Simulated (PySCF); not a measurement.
C4H3ClF2, SMILES C#CC(F)(F)CCl. Coordinates come from a PBE-D3(BJ)/def2-SVP optimisation. This is a generated structure with no PubChem entry under its InChIKey; it may be hypothetical. The values are those of a single conformer.

Calculation: PBE-D3(BJ)/def2-SVP (PySCF 2.14.0).

Harmonic wavenumbers (cm⁻¹): 85, 134, 177, 214, 352, 382, 471, 546, 612, 684, 692, 718, 803, 867, 1045, 1075, 1163, 1245, 1251, 1384, 2180, 3024, 3102, 3403. Rotational constants (GHz): 2.784, 1.669, 1.310; symmetry number 1.

Q: Work out the zero-point energy and the ideal-gas rigid-rotor harmonic-oscillator thermochemistry at 298.15 K and 1 atm.

A: ZPE = ½ Σ hcν = ½ × 25610 cm⁻¹ = 153.18 kJ/mol. H − E(el) = 174.76 kJ/mol. Entropy in J/(mol K): translation 168.91, rotation 118.65, vibration 69.04, total 356.61. G − E(el) = 68.44 kJ/mol. Cp = 113.35 J/(mol K). Modes under 150 cm⁻¹ make the vibrational entropy uncertain.
